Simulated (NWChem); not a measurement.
System: Si2H4OCl2; SMILES O[SiH2][SiH](Cl)Cl

Excerpt of the output:

```
             Northwest Computational Chemistry Package (NWChem) 7.3.0
             --------------------------------------------------------

 C1  symmetry detected

                             Geometry "geometry" -> ""
                             -------------------------

 Output coordinates in angstroms (scale by  1.889725989 to convert to a.u.)

  No.       Tag          Charge          X              Y              Z
 ---- ---------------- ---------- -------------- -------------- --------------
    1 O                    8.0000    -0.01271804     2.76389928     0.06991159
    2 Si                  14.0000    -1.05463726     1.49101549    -0.20474413
    3 Si                  14.0000     0.00261112    -0.45420535     0.56991311
    4 Cl                  17.0000    -0.90892308    -2.15087687    -0.18290842
    5 Cl                  17.0000     1.93616120    -0.30056245    -0.19217169
    6 H                    1.0000     0.89713087     2.62422737    -0.21509597
    7 H                    1.0000    -1.35409145     1.27099461    -1.65395541
    8 H                    1.0000    -2.31261032     1.78528762     0.53262451
    9 H                    1.0000     0.13663315    -0.63257715     2.04113014

 Effective nuclear repulsion energy (a.u.)     425.7875540097

  pbe96 is a nonlocal functional; adding pw91lda local functional.

                                 NWChem DFT Module
                                 -----------------

 Summary of "ao basis" -> "ao basis" (spherical)
 ------------------------------------------------------------------------------
       Tag                 Description            Shells   Functions and Types
 ---------------- ------------------------------  ------  ---------------------
 O                          def2-svp                 6       14   3s2p1d
 Si                         def2-svp                 8       18   4s3p1d
 Cl                         def2-svp                 8       18   4s3p1d
 H                          def2-svp                 3        5   2s1p

            General Information
            -------------------
          SCF calculation type: DFT
          Wavefunction type:  closed shell.
          No. of atoms     :     9
          No. of electrons :    74
           Alpha electrons :    37
            Beta electrons :    37
          Charge           :     0
          Spin multiplicity:     1
          Use of symmetry is: off; symmetry adaption is: off
          Maximum number of iterations: 150
          AO basis - number of functions:   106
                     number of shells:    50
          Convergence on energy requested:  1.00D-06
          Convergence on density requested:  1.00D-05
          Convergence on gradient requested:  5.00D-04

              XC Information
              --------------
          PerdewBurkeErnzerhof Exchange Functional  1.000
            Perdew 1991 LDA Correlation Functional  1.000 local
           PerdewBurkeErnz. Correlation Functional  1.000 non-local

             Grid Information
             ----------------
          Grid used for XC integration:  medium
          Radial quadrature: Mura-Knowles
          Angular quadrature: Lebedev.
          Tag              B.-S. Rad. Rad. Pts. Rad. Cut. Ang. Pts.
          ---              ---------- --------- --------- ---------
          O                   0.60       49          12.0       434
          Si                  1.10       88          10.0       590
          Cl                  1.00       88          12.0       590
          H                   0.35       45          12.0       434
          Grid pruning is: on
          Number of quadrature shells:   581
          Spatial weights used:  Erf1

      Superposition of Atomic Density Guess
      -------------------------------------

 Sum of atomic energies:       -1572.81239697

      Non-variational initial energy
      ------------------------------

 Total energy =   -1574.123788
 1-e energy   =   -3025.294060
 2-e energy   =    1025.382718
 HOMO         =      -0.288608
 LUMO         =       0.016595

     ---------------------------------------------
      Total Density - Mulliken Population Analysis
     ---------------------------------------------

    Atom       Charge   Shell Charges
 -----------   ------   -------------------------------------------------------
    1 O    8     8.78   1.99  1.10  0.64  3.10  1.95  0.00
    2 Si  14    13.36   2.00  1.99  0.99  0.25  5.94  1.04  0.96  0.19
    3 Si  14    13.10   2.00  1.99  1.01  0.17  5.93  0.92  0.89  0.19
    4 Cl  17    17.41   2.00  1.99  1.22  0.72  5.94  2.16  3.36  0.01
    5 Cl  17    17.43   2.00  1.99  1.22  0.72  5.94  2.16  3.38  0.01
    6 H    1     0.65   0.52  0.07  0.06
    7 H    1     1.09   0.70  0.38  0.01
    8 H    1     1.08   0.70  0.38  0.01
    9 H    1     1.09   0.70  0.37  0.01

   convergence    iter        energy       DeltaE   RMS-Dens  Diis-err
 ---------------- ----- ----------------- --------- --------- ---------
 d= 0,ls=0.0,diis     1  -1575.7381180014 -2.00D+03  2.07D-02  1.01D+00
 d= 0,ls=0.0,diis     2  -1575.4162916216  3.22D-01  1.51D-02  3.65D+00
 d= 0,ls=0.0,diis     3  -1575.8383551793 -4.22D-01  3.35D-03  1.16D-01
 d= 0,ls=0.0,diis     4  -1575.8444776634 -6.12D-03  1.89D-03  4.35D-02
 d= 0,ls=0.0,diis     5  -1575.8503150182 -5.84D-03  3.39D-04  1.08D-03
  Resetting Diis
 d= 0,ls=0.0,diis     6  -1575.8504599878 -1.45D-04  8.98D-05  5.33D-05
 d= 0,ls=0.0,diis     7  -1575.8504673973 -7.41D-06  5.37D-05  4.35D-06
 d= 0,ls=0.0,diis     8  -1575.8504666475  7.50D-07  3.11D-05  9.96D-06
 d= 0,ls=0.0,diis     9  -1575.8504681360 -1.49D-06  4.84D-06  3.95D-07
 d= 0,ls=0.0,diis    10  -1575.8504681809 -4.49D-08  1.14D-06  1.80D-08

         Total DFT energy =    -1575.850468180915
      One electron energy =    -3027.668948261995
           Coulomb energy =     1133.741904642596
    Exchange-Corr. energy =     -107.710978571185
 Nuclear repulsion energy =      425.787554009670

 Numeric. integr. density =       74.000018375865

                       DFT Final Molecular Orbital Analysis
                       ------------------------------------

 Vector   35  Occ=2.000000D+00  E=-2.872105D-01
              MO Center=  3.0D-01, -1.1D+00, -1.5D-01, r^2= 4.5D+00
   Bfn.  Coefficient  Atom+Function         Bfn.  Coefficient  Atom+Function
  ----- ------------  ---------------      ----- ------------  ---------------
    61      0.408237  4 Cl px                80      0.344849  5 Cl py
    58      0.310150  4 Cl px                77      0.261250  5 Cl py
    63     -0.225556  4 Cl pz                55      0.179752  4 Cl px
    79      0.179196  5 Cl px                81      0.175316  5 Cl pz
    60     -0.173757  4 Cl pz                74      0.151505  5 Cl py

 Vector   36  Occ=2.000000D+00  E=-2.801741D-01
              MO Center= -4.9D-01,  1.4D+00, -1.3D-01, r^2= 5.2D+00
   Bfn.  Coefficient  Atom+Function         Bfn.  Coefficient  Atom+Function
  ----- ------------  ---------------      ----- ------------  ---------------
     6      0.432861  1 O  pz                 9      0.314034  1 O  pz
    63      0.238078  4 Cl pz                92      0.210905  7 H  s
    97     -0.177208  8 H  s                 93      0.175431  7 H  s
    60      0.174015  4 Cl pz                98     -0.157040  8 H  s
    80     -0.112952  5 Cl py                23     -0.107614  2 Si py

 Vector   37  Occ=2.000000D+00  E=-2.425932D-01
              MO Center= -2.4D-01,  5.1D-01,  8.0D-02, r^2= 5.0D+00
   Bfn.  Coefficient  Atom+Function         Bfn.  Coefficient  Atom+Function
  ----- ------------  ---------------      ----- ------------  ---------------
    62     -0.236867  4 Cl py                 5      0.221844  1 O  py
     6     -0.215966  1 O  pz                35      0.184942  3 Si s
    41      0.182020  3 Si py                 8      0.174419  1 O  py
     9     -0.172176  1 O  pz                23     -0.172021  2 Si py
   102     -0.169358  9 H  s                 59     -0.159888  4 Cl py

 Vector   38  Occ=0.000000D+00  E=-5.675965D-02
              MO Center= -4.0D-01,  5.5D-01,  2.0D-01, r^2= 4.5D+00
   Bfn.  Coefficient  Atom+Function         Bfn.  Coefficient  Atom+Function
  ----- ------------  ---------------      ----- ------------  ---------------
    43      0.478759  3 Si px                26      0.472050  2 Si py
    44      0.438265  3 Si py                 3     -0.386737  1 O  s
    25      0.319438  2 Si px                62      0.253708  4 Cl py
    72     -0.244585  5 Cl s                 79      0.232707  5 Cl px
    54      0.229066  4 Cl s                 40      0.182625  3 Si px

 Vector   39  Occ=0.000000D+00  E=-3.949117D-02
              MO Center= -1.3D-01, -1.7D-01,  2.1D-01, r^2= 4.2D+00
   Bfn.  Coefficient  Atom+Function         Bfn.  Coefficient  Atom+Function
  ----- ------------  ---------------      ----- ------------  ---------------
    45      0.587033  3 Si pz                44      0.448735  3 Si py
    35     -0.390466  3 Si s                 79     -0.387645  5 Cl px
    43     -0.369215  3 Si px                93      0.353738  7 H  s
    98     -0.337774  8 H  s                 27      0.332686  2 Si pz
   103     -0.310081  9 H  s                 61      0.286311  4 Cl px

 Vector   40  Occ=0.000000D+00  E=-2.551793D-03
              MO Center= -3.9D-01,  8.1D-02,  3.8D-01, r^2= 5.1D+00
   Bfn.  Coefficient  Atom+Function         Bfn.  Coefficient  Atom+Function
  ----- ------------  ---------------      ----- ------------  ---------------
    36      1.044129  3 Si s                 35      0.887602  3 Si s
   103     -0.821692  9 H  s                 18     -0.723650  2 Si s
    26      0.689875  2 Si py                25     -0.401547  2 Si px
    34      0.373773  3 Si s                 93      0.345548  7 H  s
    44      0.275232  3 Si py                62     -0.266619  4 Cl py

[...]
```

Level: PBE/def2-SVP. Structure relaxed at the PBE0/def2-SVP level.

Task: Which NWChem input produces such a log?

Result: This is not unique; one that fits is the input that was run:
```
start job
memory heap 200 mb stack 900 mb global 1100 mb
geometry units angstroms noautoz
  O      0.366020     2.824796     0.135630
  Si    -0.804109     1.699565    -0.246362
  Si    -0.053510    -0.379663     0.537962
  Cl    -1.113732    -1.931280    -0.325023
  Cl     1.932739    -0.454378    -0.088319
  H      1.269186     2.577814    -0.092084
  H     -1.026335     1.550448    -1.718325
  H     -2.064322     2.133944     0.413928
  H     -0.046047    -0.605305     2.008774
end
basis spherical
  O library def2-svp
  Si library def2-svp
  Cl library def2-svp
  H library def2-svp
end
dft
  xc xpbe96 cpbe96
  iterations 150
  mulliken
end
task dft energy
```
